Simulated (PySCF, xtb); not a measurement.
Isomers of CH5OSn+ in order of energy

3 gas-phase structures of CH5OSn+, found in a search over its isomers (lower ones may exist). Each was relaxed with GFN2-xTB:

A. a singlet given by its coordinates
B. `[CH3][SnH+][OH]`, a singlet
C. a singlet given by its coordinates

A (Å):

```xyz
8

C     1.2240   -0.5826    0.7358
O    -0.8607    0.2407   -1.7334
Sn   -0.7583    0.4453    0.6981
H     1.9819   -0.0226    0.1633
H    -0.1614   -0.1761   -2.2547
H     1.5996   -0.6803    1.7669
H    -1.5425    0.5325   -2.3529
H     1.1619   -1.5989    0.3125
```

Close contacts (Å): C1–Sn3 2.23, O2–Sn3 2.44, C1–H4 1.10, C1–H6 1.10, C1–H8 1.10, O2–H5 0.97, O2–H7 0.97.

C (Å):

```xyz
8

C    -1.0686    1.4385   -0.1085
O    -0.7220    0.0642    0.2177
Sn    0.5513   -1.4245   -1.0686
H    -1.1343   -0.1251    1.0740
H    -0.6127    1.6618   -1.0771
H    -0.6709    2.1077    0.6557
H     0.6690    0.0043   -2.2659
H    -2.1528    1.5377   -0.1735
```

Close contacts (Å): C1–O2 1.45, O2–Sn3 2.34, C1–H5 1.09, C1–H6 1.09, C1–H8 1.09, O2–H4 0.97, Sn3–H7 1.87.

Question: Make a reasoned guess at their ranking by r2SCAN-D4/def2-SVP single-point energy.

Answer: Calculated order at r2SCAN-D4/def2-SVP: A (0.0), C (18.4), B (30.8) kcal/mol.

Energies above the lowest of each column, in kcal/mol; the last columns are at PBE0-D3(BJ)/def2-SVP geometries and were run for some of them only (a dash: not run or not comparable):

```csv
structure,GFN2-xTB,HF/STO-3G,r2SCAN-D4/def2-SVP,PBE0-D3(BJ)/def2-SVP,CCSD(T)/def2-SVP + ΔMP2/def2-TZVPP
A,0.0,0.0,0.0,0.0,0.0
C,10.6,10.7,18.4,18.2,21.1
B,48.2,12.2,30.8,–,–
```

Every level run on A puts it lowest or level with the lowest. Some further structures that were screened fall inside this span and aren't listed. Flexible structures stand in one conformer each, not always the lowest. Frequencies (GFN2-xTB) were run for A, C alone. The ΔMP2 step shifts differences by up to 4.6 kcal/mol, which makes them less sure. Atoms past krypton carry core potentials in the def2 sets, without spin–orbit terms. ΔMP2 is the change of the MP2 energy from the smaller to the larger basis.

Programs: PySCF 2.14.0, xtb 6.7.1.
